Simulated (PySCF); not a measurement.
## Electron correlation in I (iodine, neutral)

[Kr] 4d10 5s2 5p5, 2P determinant. Calculation: PySCF 2.14, in Sapporo-DKH3-DZP-2012; the spin-free X2C one-electron Hamiltonian (Gaussian nucleus). Frozen: [Ar] 3d10; 25 electrons correlated.

MP2 pair energies summed by pair of shells (mhartree):

```
 pair   energy  share (%)
4d-4d  -312.75       48.5
4d-5p   -74.78       11.6
4p-4d   -62.56        9.7
5p-5p   -55.41        8.6
4d-5s   -39.12        6.1
4p-4p   -29.04        4.5
5s-5p   -23.45        3.6
4s-4d   -20.19        3.1
4s-4p    -7.55        1.2
4p-5s    -6.53        1.0
4p-5p    -5.15        0.8
5s-5s    -4.79        0.7
4s-4s    -2.43        0.4
4s-5p    -0.85        0.1
4s-5s    -0.29        0.0
```

Total MP2 correlation energy: -644.89 mhartree.

Same-spin part -237.23 and opposite-spin part -407.66 mhartree; SCS-MP2 scales them by 1/3 and 6/5 to -568.27 mhartree.
